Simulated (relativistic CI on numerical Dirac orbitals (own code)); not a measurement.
Method of calculation: Dirac-Coulomb-Breit CI, orbitals from a KLI potential per configuration, QED by a radiative potential, unscaled Slater integrals (own radial code, finite nucleus).

The strongest absorption lines from the ground level of an ion, among the configurations computed and to levels below about 1750 eV (vacuum wavelength in nm, gf): 0.77656 (0.56), 0.77757 (0.4), 0.78924 (0.58), 0.79140 (0.99), 0.79218 (1.8), 0.79311 (1.5), 0.79654 (0.84), 0.81117 (1.1).

Q: Which ion is it?
A. Ni21+
B. Se27+
C. Ge23+
D. Ge25+

A: D. Ge25+ has 7 electrons and the ground level 2s2.2p3 4S°_3/2; the strongest line goes to 2s2.2p2.3d 4P_3/2. The pattern of lines fixes the number of electrons, and along that sequence the line energies rise steadily with the charge (about as its square where n changes within one kind of shell, about linearly where n is kept but much faster in heavy ions where fine structure, which grows about as Z⁴, sets the gap, and irregularly where shells cross), which fixes Z. Configurations outside the model, such as inner-shell arrays, can give stronger lines. At this charge energies of transitions that change n are usually good to better than 1 %, and those within a shell (Δn = 0) to a few per cent.

LS names give the leading component of a level, which can be under half, so a name can repeat, a term be missing and a line seem to break the LS rules.
